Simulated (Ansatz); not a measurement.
H$_{3}$GaOS$_{2}$ (SMILES [OH][Ga]([SH])[SH]), singlet, geometry from GFN2-xTB (such geometries of metal compounds can be far from the true shape), with bond 3-2 at 1.8 times its length; CASSCF(6,5)/6-31G (Ansatz, a program for electronic structure).

The Ansatz input:
Ansatz 0.2 input:
```yaml
crystal:
  periodic: [false, false, false]
  atoms:
    - {symbol: Ga, position_ang: [0.21033840, -0.12646383, 0.00186212]}
    - {symbol: O, position_ang: [1.68012113, -1.02521182, 0.05097538]}
    - {symbol: H, position_ang: [2.81020856, -1.80812038, 1.07668441]}
    - {symbol: S, position_ang: [-0.89183381, 0.33186701, 1.90930457]}
    - {symbol: H, position_ang: [0.00288154, -0.32815854, 2.63419207]}
    - {symbol: S, position_ang: [-0.40637387, 0.47026063, -2.04304212]}
    - {symbol: H, position_ang: [-1.50096544, 1.07635044, -1.58073393]}
basis:
  gaussian:
    orbitals: 6-31G
hamiltonian:
  xc: hf
magnetization: {spin_polarized: false}
correlation: {active_space: {window: {electrons: 6, orbitals: 5}}}
```

The log (banner, timings and long lists left out):

```
Functional definition: HF
713 factors; integrals over basis functions are off by at most 2.5e-4 eV
mean field evaluation 1: about -76033.7158 eV, gradient 4.6e1 eV
mean field evaluation 2: about -76033.7246 eV, gradient 4.6e1 eV
mean field evaluation 4: about -76039.1256 eV, gradient 3.4e0 eV
mean field evaluation 8: about -76039.2153 eV, gradient 2.6e-1 eV
mean field -76039.21592355 eV, -2794.3896439589 hartree, gradient 2.5e-6 eV, S^2 0.000000; 0 other end points of the search recorded, 0 dependent functions left out
reference -76039.21592355 eV, -2794.3896439589 hartree; 37, 37 occupied and 33, 33 virtual orbitals, 713 factors
state -76041.71366689 eV, -2794.4814343334 hartree
Total energy: -76041.71366689 eV, -2794.4814343334 hartree
```
